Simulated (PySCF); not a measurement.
In(Cl) cation (ClIn), SMILES [Cl][In] (connectivity only; charge and spin as stated), charge +1, multiplicity 2.

Geometry: B3LYP-D3(BJ)/def2-TZVP. The multiplicity is an assumed one; other spin states were not compared. The def2 effective core potentials stand for the cores of In; spin–orbit coupling is left out.

Two levels are set side by side: PBE/def2-TZVPD (PySCF) and B3LYP/def2-TZVPD (PySCF). Same geometry, gas phase. Differences are taken from unrounded values.

```
quantity                     B3LYP   PBE  PBE minus B3LYP
---------------------------  -----  ----  ---------------
α-spin orbital gap (eV)       6.33  4.96            -1.37
β-spin orbital gap (eV)       2.65  0.99            -1.66
mean polarisability (bohr³)   43.0  42.7             -0.3
```

Rough cost on one machine, each run with all the roots and properties that it gave: B3LYP against PBE within a factor of 2.
